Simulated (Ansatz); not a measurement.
Basis-set series for CH₅BClFGe (`C[B](F)[GeH2][Cl]`). Charge 0, multiplicity 1. All single points use the PBE0-D4/def2-TZVP geometry. It is one conformer, not always the lowest.

```tsv
atom	x (Å)	y (Å)	z (Å)
C1	-1.1315	0.9611	0.5745
B2	0.3277	0.4454	0.6085
F3	1.2043	0.9332	1.4766
Ge4	1.0493	-1.0356	-0.6812
Cl5	-0.5937	-1.6032	-1.9865
H6	-1.3417	1.7243	1.3259
H7	-1.3580	1.3588	-0.4218
H8	-1.8261	0.1225	0.6994
H9	2.1811	-0.5738	-1.6154
H10	1.4886	-2.3327	0.0201
```

| functional | basis | functions | energy (Eh) | HOMO (eV) | LUMO (eV) |
| --- | --- | --- | --- | --- | --- |
| PBE0-D4 | def2-SVP | 117 | -2701.99105 | -7.83 | -1.33 |
| PBE0-D4 | def2-QZVPP | 480 | -2702.67218 | -7.97 | -1.47 |
| ωB97M-V | def2-SVP | 117 | -2702.37170 | -9.94 | 0.76 |
| ωB97M-V | def2-QZVPP | 480 | -2703.05461 | -10.12 | 0.51 |

**Question.** Give the rows for def2-TZVPP. (Estimate.)

**Answer.** Computed: 
| functional | basis | functions | energy (Eh) | HOMO (eV) | LUMO (eV) |
| --- | --- | --- | --- | --- | --- |
| PBE0-D4 | def2-TZVPP | 253 | -2702.60502 | -7.95 | -1.44 |
| ωB97M-V | def2-TZVPP | 253 | -2702.98953 | -10.09 | 0.58 |

Positive LUMOs are unbound and depend on the basis. Scalar relativity is left out up to krypton.
